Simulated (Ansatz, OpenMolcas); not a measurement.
## A ladder of methods for GeHF3 (SMILES [F][GeH]([F])[F])

GeHF3: 5 atoms, total charge 0, spin state singlet. As SMILES, `[F][GeH]([F])[F]`. Geometry: relaxed at PBE0-D4/def2-TZVP.

```xyz
5

F    -0.2498   -0.7341    1.4830
Ge    0.0956   -0.0087   -0.0233
F    -0.6731    1.5157   -0.0113
F    -0.7081   -0.9440   -1.2040
H     1.5852    0.0973   -0.2857
```

Quantity: the energy change with the F1–Ge2 bond stretched from 1.707 to 2.561 Å, in eV. The values are calculated.

```
                           level                    kind     program  value (eV)  CPU time (all runs)
  SVWN5/aug-cc-pVDZ (restricted)                     LDA  OpenMolcas        2.98                 76 s
    PBE/aug-cc-pVDZ (restricted)                     GGA  OpenMolcas        2.60                 96 s
   TPSS/aug-cc-pVDZ (restricted)                meta-GGA  OpenMolcas        2.75                2 min
  B3LYP/aug-cc-pVDZ (restricted)           global hybrid      Ansatz        2.91                 28 s
  BHLYP/aug-cc-pVDZ (restricted)           global hybrid  OpenMolcas        3.45                 82 s
 M06-2X/aug-cc-pVDZ (restricted)         hybrid meta-GGA  OpenMolcas        3.42              1.7 min
wB97M-V/aug-cc-pVDZ (restricted)  range-separated hybrid      Ansatz        3.20                3 min
 B2PLYP/aug-cc-pVDZ (restricted)           double hybrid      Ansatz        3.02                 41 s
```

All-electron rows without a relativistic Hamiltonian named are non-relativistic. The first shape isn't each level's own minimum. The values span 2.60 to 3.45 eV. CPU times are rough (shared hosts, several kinds of processor and program).
